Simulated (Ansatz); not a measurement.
Reaction (ligand exchange at the Al–F bond): `N=[C](O)[AlH][F]` + H₂S → `N=[C](O)[AlH][SH]` + H–F

Calculated with Ansatz (gas phase, PBE0-D4/def2-TZVP geometries, no zero-point term in ΔE). CCSD(T)/CBS adds triple-zeta CCSD(T) − MP2 to the extrapolated MP2 energy (def2 sets, frozen cores). This one scheme is used for every species. Functionals use def2-TZVPP. One conformer a species, not always the lowest.

```
            species  ωB97X-V energy (Eh)
 `N=[C](O)[AlH][F]`           -512.21389
                H₂S           -399.34253
`N=[C](O)[AlH][SH]`           -811.07569
                H–F           -100.45411
```

Q: Work out ΔE.

A: ΔE = (-811.07569) + (-100.45411) − (-512.21389) − (-399.34253) = 0.02662 Eh = +69.9 kJ/mol. CCSD(T)/CBS gives +64.2 kJ/mol.

Largest T1 diagnostic among the species: 0.015.

The D4 term adds −6.8 kJ/mol with B3LYP and −3.8 kJ/mol with PBE0; it sums over pairs of atoms, weighted by their polarisabilities, and B3LYP, whose exchange is more repulsive, gets the larger term. In def2-TZVPP, CCSD(T) changes the Hartree–Fock value by −13.9 kJ/mol (the triples alone add −3.4 kJ/mol) and MP2 by −16.3 kJ/mol.

B3LYP here is the variant with VWN-RPA as its local correlation; programs differ in this.
